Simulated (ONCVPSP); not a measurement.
## What one change does to a pseudopotential (hydrogen (H), ONCV)

| Property | Result |
| --- | --- |
| Element | hydrogen |
| Generator | ONCVPSP 4.0.1 |
| Type | optimised norm-conserving Vanderbilt (ONCV) |
| Functional | Wu-Cohen |
| Relativity | fully relativistic |
| Frozen core | none |
| Valence charge | 1 |
| Reference configuration | 1s1 |
| Partial waves | 1s: rc 1.40 bohr, ncon 4, nbas 7, qcut 8.2 1/bohr, local; p scattering state at 0.03 Ha: rc 1.50 bohr, ncon 4, nbas 8, qcut 6.2 1/bohr, 2 projectors, debl 1.2 Ha |
| Local potential | the s channel |
| Core correction | none |

Open shells are filled in proportion to 2j + 1.

Change: s: ncon 5, nbas 8.

Cutoffs: the cutoffs (Ha) at which the residual kinetic energy of the hardest occupied pseudo-wave falls to 1 and 0.1 mHa per electron; they do not see the model core or the augmentation charge, which bear on the density cutoff. Errors are all-electron minus pseudo energies relative to the spin-unpolarised reference configuration.

Question: What does the change do?

Answer: The potential gets harder (15 Ha and 21 Ha → 16 Ha and 23 Ha); neither file shows a bound ghost.

```csv
quantity,base,changed
"cutoff, loose",15 Ha,16 Ha
"cutoff, tight",21 Ha,23 Ha
bound ghosts,none,none
GHOST(+) flags under 300 eV,none,none
"error for 1s0.5, meV [ΔE 4.68 eV]",+1.8,+1.4
s: phases at 1.42 bohr within 0.05 rad from the reference energy up to (Ha; the scan ends near 5),2.3,2.4
p3/2: phases at 1.52 bohr within 0.05 rad from the reference energy up to (Ha; the scan ends near 5),to the end of the scan,to the end of the scan
p1/2: phases at 1.52 bohr within 0.05 rad from the reference energy up to (Ha; the scan ends near 5),to the end of the scan,to the end of the scan
```
